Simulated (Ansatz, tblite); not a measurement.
Cost and result up the ladder for H2Ga(BH4) (GaBH₆) (8 atoms). Total charge 0; singlet. Geometry: r2SCAN-D4/def2-TZVP.

```xyz
8

Ga   -0.8439   -0.3760   -0.7044
H     0.5268    0.7367   -0.5821
B     0.7453    0.3321    0.6222
H    -0.1365   -0.5648    0.9061
H    -2.1707    0.4130   -0.6063
H    -0.4610   -1.5843   -1.5909
H     0.5351    1.2615    1.3417
H     1.8049   -0.2182    0.6137
```

Ansatz on 4 threads of Arm Neoverse V2 on a shared host; xTB runs through tblite on one thread. Times are rough, summed over both states, and most runs start from the orbitals of an earlier one. PBE0-D4/def2-TZVP serves as the yardstick here, not as an exact answer. The other state is a triplet.

The xTB rows come from tblite.

xTB has no spin-polarisation term.

```csv
level,functions,wall time,vertical triplet (eV),difference from PBE0-D4/def2-TZVP (eV)
GFN2-xTB,19,0.004 s,6.06,0.29
GFN1-xTB,25,0.006 s,7.50,1.73
PBE-D4/def2-TZVP,115,1.8 s,5.31,-0.46
PBE0-D4/def2-TZVP,115,2.2 s,5.77,0.00
r2SCAN-D4/def2-TZVP,115,3.9 s,5.48,-0.29
```
